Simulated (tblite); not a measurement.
C₈H₁₁OP.
Numbering: `[CH2:1]=[CH:2][p:3]1[c:4]([CH3:5])[cH:6][cH:7][c:8]1[O:9][CH3:10]` (hydrogens: H11, H12 on C1; H13 on C2; H14, H15, H16 on C5; H17 on C6; H18 on C7; H19, H20, H21 on C10)

Structure optimised with GFN2-xTB, isolated species.

**Question.** List the bond lengths, angles and torsions at this level.

**Answer.** 
| bond | length (Å) | order |
| --- | --- | --- |
| C1=C2 | 1.323 | double |
| C2–P3 | 1.828 | single |
| P3–C4 | 1.833 | aromatic |
| C4–C5 | 1.491 | single |
| C4–C6 | 1.344 | aromatic |
| C6–C7 | 1.443 | aromatic |
| C7–C8 | 1.348 | aromatic |
| C8–O9 | 1.353 | single |
| O9–C10 | 1.408 | single |
| P3–C8 | 1.832 | aromatic |
| C1–H11 | 1.078 | single |
| C1–H12 | 1.079 | single |
| C2–H13 | 1.084 | single |
| C5–H14, C5–H15, C5–H16 | 1.089 | single |
| C6–H17 | 1.080 | single |
| C7–H18 | 1.078 | single |
| C10–H19, C10–H20, C10–H21 | 1.093 | single |

Bonds in one row agree within 0.01 Å and their mean is given. Orders are formal, as drawn. A selection of angles:
| angle | degrees |
| --- | --- |
| C1–C2–P3 | 121.9 |
| C2–P3–C4 | 96.7 |
| C2–P3–C8 | 98.2 |
| C4–P3–C8 | 88.0 |
| P3–C4–C5 | 121.9 |
| P3–C4–C6 | 110.9 |
| C5–C4–C6 | 127.1 |
| C4–C6–C7 | 115.6 |
| C6–C7–C8 | 112.9 |
| C7–C8–O9 | 130.5 |
| P3–C8–C7 | 112.3 |
| P3–C8–O9 | 117.1 |
| C8–O9–C10 | 116.7 |

Torsions: C1–C2–P3–C4 -122° (anticlinal); C7–C8–O9–C10 3° (synperiplanar). The mirror-image conformer, all signs reversed, is as good.

P3 (ring phosphorus) is pyramidal (angles 98.2°, 96.7° and 88.0°, sum 282.9°, 0.97 Å off the plane of its three neighbours). The 5-membered ring P3–C4–C6–C7–C8 has internal angles of 88.0° to 115.6° (sum 540°, against 540° for a flat polygon); it is almost planar, 0.03 Å rms from its mean plane, widest ring torsion 6°. Of the pairs four or more bonds apart, C10···H18 is among the closest relative to their van der Waals radii: 2.73 Å, 94 % of the sum of Bondi's values. The 5 C–C bonds span 1.323 Å (C1=C2, drawn double) to 1.491 Å (C4–C5, drawn single), a spread of 0.168 Å. The 2 C–O bonds span 1.353 Å (C8–O9, drawn single) to 1.408 Å (O9–C10, drawn single), a spread of 0.055 Å.

Point group: C1 (no symmetry element, even within 0.4 Å). Its GFN2-xTB frequencies are all real (lowest 22 cm⁻¹). The numbers are those of one conformer. 3 starts were optimised and ended at 0.00, 0.32 and 0.34 kcal/mol (GFN2-xTB); the lowest of these is shown.

The numbers are calculated, not measured.
